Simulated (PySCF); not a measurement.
**How methods differ on the excitation energy of Au²⁺**

Au²⁺ [Xe] 4f14 5d9 (2D) → Au²⁺ [Xe] 4f14 5d8 6s1 (4F), as a difference of total energies. All numbers are calculated (PySCF 2.14, the spin-free X2C one-electron Hamiltonian (Gaussian nucleus), in ANO-RCC-VTZP (8s7p5d3f1g, 84 functions)). Correlated levels: valence: [Xe] 4f14 frozen. The calculations carry no spin-orbit coupling.

```
           method  excitation energy (eV)
              UHF                   3.803
    MP2 (valence)                   4.317
SCS-MP2 (valence)                   4.500
   CCSD (valence)                   4.249
CCSD(T) (valence)                   4.281
```

How much does correlation contribute at CCSD(T) (valence)?

4.281 − (3.803) = 0.478 eV, measured against UHF.

A first-order spin-orbit estimate (lowest level to lowest level, LS coupling) adds -0.382 eV.

The basis was made for the ground configuration and has no added diffuse functions, so the excitation energy can come out too high.
